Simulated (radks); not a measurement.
Values are calculated unless marked as measured or tabulated.
Question: The table gives one normalised radial function P(r) = r R(r) of B in [He] 2s2 2p1 (r in bohr). Code: a radial shooting solver on a logarithmic mesh with Libxc functionals. Model: non-relativistic Kohn-Sham, Slater X-alpha with alpha = 0.86, spin-polarised, spherical densities, point nucleus; open shells are filled with parallel spins first.

r         P
0.01709  0.3287
0.01912  0.3639
0.02122  0.3996
0.02373  0.4414
0.02633  0.4835
0.02945  0.5324
0.03268  0.5814
0.03655  0.6378
0.04056  0.6938
0.04501  0.7530
0.05034  0.8202
0.05586  0.8856
0.06248  0.9586
0.06932  1.0282
0.07754  1.1043
0.08604  1.1751
0.09623  1.2501
0.1068   1.3172
0.1194   1.3849
0.1325   1.4418
0.1482   1.4943
0.1645   1.5328
0.1825   1.5595
0.2041   1.5726
0.2265   1.5686
0.2534   1.5450
0.2811   1.5042
0.3144   1.4396
0.3489   1.3610
0.3902   1.2578
0.433    1.1473
0.4843   1.0161
0.5374   0.8873
0.5963   0.7564
0.667    0.6184
0.7401   0.4976
0.8278   0.3799
0.9185   0.2850
1.027    0.2002
1.14     0.1378
1.275    0.0874
1.415    0.0541
1.583    0.0302
1.756    0.0164
1.964    0.0079
2.179    0.0036
2.418    0.0015
2.705    0.0005
3.001    0.0002
3.357    0.0001
3.725    0.0000
4.166    0.0000
4.623    0.0000
5.171    0.0000
5.738    0.0000
6.418    0.0000
7.121    0.0000
7.965    0.0000
8.838    0.0000

Which n and l does it have? It may be an empty orbital.

Answer: n = 1, l = 0: the number of nodes gives n - l - 1 = 0, the rise at small r (about r^(l+1)) gives l, and the extent must fit the shell. The curve is that of 1s up; the table hardly tells the two spins apart. 1s up: eigenvalue -186.56 eV, 0 radial nodes, <r> = 0.327 bohr, 90 % of the charge inside 0.588 bohr.
